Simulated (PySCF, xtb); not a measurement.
Sn(OMe)2 (C₂H₆O₂Sn), SMILES C[O][Sn][O]C (connectivity only; charge and spin as stated), neutral, multiplicity 1. One conformer was computed; it need not be the lowest.

Harmonic wavenumbers (cm⁻¹) from GFN2-xTB run with xtb at its own minimum, in rising order: 32, 34, 46, 140, 174, 177, 184, 324, 325, 1056, 1084, 1130, 1132, 1132, 1134, 1406, 1408, 1480, 1481, 1485, 1485, 2923, 2929, 2931, 2931, 2945, 2947.

What does PySCF with PBE-D3(BJ)/def2-SVP give at its own minimum? (An estimate is asked for; the answer gives what the named calculation found.)

62, 62, 95, 131, 145, 154, 262, 464, 471, 1089, 1109, 1118, 1123, 1141, 1142, 1405, 1409, 1415, 1417, 1423, 1429, 2890, 2898, 2960, 2964, 2973, 2978. Paired by order, the mean absolute difference is 39 cm⁻¹ and the zero-point energies are 49.3 and 49.6 kcal/mol.
